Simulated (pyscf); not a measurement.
**`[F][SiH2][C]([F])[F]`, doublet**

Gas-phase minimum from PySCF at ωB97X-D3(BJ)/def2-SVP, one conformer. Other isomers of F–SiH₂–C•(F)–F were not searched in full and may lie lower. 

```
Si
F 1 1.6293
H 1 1.4796 2 107.71
H 1 1.4797 3 114.94 2 -120.13
C 1 1.8536 3 106.80 4 -118.25
F 5 1.3237 1 123.45 3 160.16
F 5 1.3238 6 111.25 1 -164.25
```
Charge 0, spin multiplicity 2.

Properties at ωB97X-D3(BJ)/def2-SVP:

Harmonic wavenumbers, unscaled: 71, 139, 220, 310, 440, 636, 665, 783, 875, 928, 954, 1298, 1380, 2321, 2331 cm⁻¹
Zero-point energy: 19.1 kcal/mol
Rotational symmetry number: 1
Entropy of this conformer at 298 K and 1 atm, rigid rotor and harmonic oscillator, modes under 100 cm⁻¹ raised to 100: 332.9 J/(mol K)
Dipole moment: 1.38 D
Spin expectation value S2: 0.753

Single-point totals, which compare only within one level:

```csv
level,total energy (hartree)
ωB97X-D3(BJ)/def2-TZVP,-628.54157
PBE/def2-TZVP,-628.00778
r²SCAN/def2-TZVP,-628.32026
B3LYP-D3(BJ)/def2-TZVP,-628.51799
PBE0-D3(BJ)/def2-TZVP,-628.03782
M06-2X/def2-TZVP,-628.34605
ωB97M-D3(BJ)/def2-TZVP,-628.58775
```

Soft torsions are taken as harmonic, which can shift the entropy by several J/(mol K).
